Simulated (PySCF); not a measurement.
Species: GaH (singlet state).
Numbering: `[GaH:1]` (hydrogens: H2 on Ga1)

Cartesian coordinates in Å at the PBE0-D3(BJ)/def2-SVP level; atoms count from 1:
```xyz
2
GaH angstrom
Ga     0.8396   -0.0780   -0.0021
H     -0.8368    0.0793   -0.0120
```

Level of theory: PySCF 2.14.0, PBE0-D3(BJ)/def2-SVP geometry optimisation, gas phase.

Take the most abundant isotopes and a rigid rotor. 

Task: What are the moment of inertia and the rotational constant?

Result: I = 2.816 u·Å², B = 505379 MHz·u·Å²/I = 179476 MHz (5.9867 cm⁻¹, or 8.614 K as hB/k). For two atoms I = μr² with μ = 0.9933 u and r = 1.6837 Å.

Task: List the first levels of a rigid rotor in a Σ state.

Result: E(J) = BJ(J+1): J = 1: 11.973, J = 2: 35.920, J = 3: 71.840, J = 4: 119.734, J = 5: 179.601, J = 6: 251.441 cm⁻¹.

Task: Where do the first rotational lines fall?

Result: The dipole is 0.21 D; J+1 ← J lies at 2B(J+1): 1 ← 0 at 358.95 GHz, 2 ← 1 at 717.91 GHz, 3 ← 2 at 1076.86 GHz, 4 ← 3 at 1435.81 GHz, 5 ← 4 at 1794.76 GHz, 6 ← 5 at 2153.72 GHz.

Task: Estimate the classical rotational partition function at 200 K and 500 K.

Result: Point group C∞v, symmetry number σ = 1; q = kT/(σhB), k/h = 20836.6 MHz/K: 23.2 at 200 K, 58.0 at 500 K.

Stationary, but not proved a minimum. No vibrational averaging or centrifugal distortion is included, and the geometry carries the error of its method.
